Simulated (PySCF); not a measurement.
# Working with the constants of SrGe⁺

UHF-CCSD(T) constants of SrGe⁺, ⁴Σ⁻ (quartet), unpaired electrons σ ↑, π ↑↑ (Sr def2-SVP with ECP28, Ge def2-SVP; scalar-relativistic core potentials (PySCF 2.14); masses 87.9056 and 73.9212 u):

- ωe: 189.5 cm⁻¹
- ωexe: 0.599 cm⁻¹
- Be: 0.050104 cm⁻¹
- αe: 0.000182 cm⁻¹
- De to Sr⁺ + Ge: 1.07 eV

(1) What force constant and bond length do these constants imply?

(2) Estimate the centrifugal constant D from the Kratzer relation and find the Dunham coefficient a1.

Correlated steps freeze 9 core orbitals. Correlated levels converge slowly with the basis: in double zeta they bind strong bonds too weakly, by up to about 1 eV, and carry superposition errors of some tenths. Spin–orbit coupling is left out. For an ion De counts to the pair picked by the measured ionisation energies or electron affinities, which need not be the lowest pair at this level. The state is the lowest determinant that a PBE0 search found; another state may lie lower at other levels.

Results:

(1) Reduced mass μred = 40.155 u; k = 5.8918×10⁻⁷·μred·ωe² (u, cm⁻¹, mdyn/Å) = 0.850 mdyn/Å; Re = √(16.8576/(μred·Be)) (u, cm⁻¹, Å) = 2.895 Å.

(2) D = 4Be³/ωe² = 1.4e-08 cm⁻¹; a1 = −1 − αeωe/(6Be²) = -3.29.
